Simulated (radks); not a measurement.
Values are calculated unless marked as measured or tabulated.
Problem. The mean radii <r> (bohr) of the occupied orbitals of an atom or ion are listed with their occupations. Level of theory: non-relativistic Kohn-Sham, LDA (Slater exchange, Perdew-Wang correlation), spin-polarised, spherical densities, point nucleus (a radial shooting solver on a logarithmic mesh with Libxc functionals).

orbital  occ.      <r>
1s up       1  0.02984
1s down     1  0.02984
2s up       1   0.1288
2s down     1   0.1288
2p up       3   0.1097
2p down     3   0.1097
3s up       1   0.3446
3s down     1   0.3446
3p up       3   0.3351
3p down     3   0.3351
3d up       5   0.3058
3d down     5   0.3058
4s up       1   0.8214
4s down     1   0.8211
4p up       3   0.8659
4p down     3   0.8651
4d up       5    1.026
4d down     5    1.020
5s up       1    2.310
5s down     1    2.308
5p up       3    2.885

Name the element and its charge. Open shells, if any, are filled with parallel spins first.

Solution. Z = 51, antimony, charge 0: Sb in [Kr] 4d10 5s2 5p3. The 1s radius gives Z: for a bare nucleus <r> = 1.5/Z, 0.02941 bohr for Z = 51, and screening makes it slightly larger (0.02984 here). The occupations add up to 51, and the charge is Z minus that.
